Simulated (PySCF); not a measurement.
# Worked example: oscillator strength and radiative lifetime

Be(Cl)(NH2) (BeClH₂N), SMILES [Be]([Cl])[NH2].

Geometry optimised at PBE0-D3(BJ)/def2-TZVP. Other conformers were not sampled.

TDA-ωB97X/def2-TZVPD run with PySCF puts the first singlet state with f over 0.02 at 6.21 eV (vertical), with the transition dipole (0.666, 0.000, 0.000) in atomic units.

Question: Find the oscillator strength, the wavelength and the radiative lifetime that this transition would have in vacuum if emission retraced absorption.

Answer: 
|μ|² = 0.4436 au, so |μ| = 1.69 D. ΔE = 6.21/27.211 = 0.2282 hartree. f = (2/3) ΔE |μ|² = 0.067 (the program prints 0.068).
λ = 1239.84/6.21 = 200 nm; ν = 50087 cm⁻¹.
Einstein's coefficient A = 0.6670 ν² f s⁻¹ (ν in cm⁻¹) = 1.1e8 s⁻¹, so τ = 1/A = 8.9 ns. This state is S1. The figure is the radiative limit of this one transition; relaxation, internal conversion, crossing to triplets and a medium change what is measured.
